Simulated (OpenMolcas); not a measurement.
**Ionisation energies of barium**

```
Program             : OpenMolcas
Basis               : ANO-RCC-VDZP [7s6p3d1f]
Scalar Hamiltonian  : DKH2, point nucleus
Spin-orbit coupling : RASSI with atomic mean-field integrals over the reference wave functions, term energies averaged over their components
```

Active shells in each charge state: the valence s, p, d shells, with orbitals averaged over the low states. Where CASPT2's correlated closed shells are named, they are those of the first ion.

A. CASSCF
B. MS-CASPT2, IPEA 0.25 Eh, imaginary shift 0.1 Eh (closed shells correlated: 5s 5p)
C. SS-CASPT2, IPEA 0.25 Eh, imaginary shift 0.1 Eh (closed shells correlated: 5s 5p)
D. SS-CASPT2, IPEA 0.25 Eh, imaginary shift 0.1 Eh (closed shells correlated: 4d 5s 5p)
E. SS-CASPT2, IPEA 0 Eh, imaginary shift 0.1 Eh (closed shells correlated: 5s 5p)
F. MS-CASPT2, IPEA 0 Eh, imaginary shift 0.1 Eh (closed shells correlated: 5s 5p)

Energies in eV between the lowest computed levels, named as in B; reference values from the NIST Atomic Spectra Database with their kind.

| From | To | A | B | C | D | E | F | Spin-orbit share in B | Reference |
| --- | --- | --- | --- | --- | --- | --- | --- | --- | --- |
| Ba 6s² ¹S₀ | Ba+ 6s ²S_1/2 | 4.822 | 5.001 | 5.001 | 5.009 | 5.005 | 5.005 | +0.000 | 5.212 (measured) |
| Ba+ 6s ²S_1/2 | Ba2+ 5p⁶ ¹S₀ | 9.297 | 9.564 | 9.564 | 9.582 | 9.593 | 9.593 | +0.000 | 10.004 (measured) |

Error against the reference values, in %:

```
From  Reference     A     B     C     D     E     F
  Ba   measured  -7.5  -4.0  -4.0  -3.9  -4.0  -4.0
 Ba+   measured  -7.1  -4.4  -4.4  -4.2  -4.1  -4.1
```

Mean absolute error over the 2 measured values: A 0.55 eV, B 0.33 eV, C 0.33 eV, D 0.31 eV, E 0.31 eV, F 0.31 eV.

The lowest level within the active space need not be the ion's true ground level.
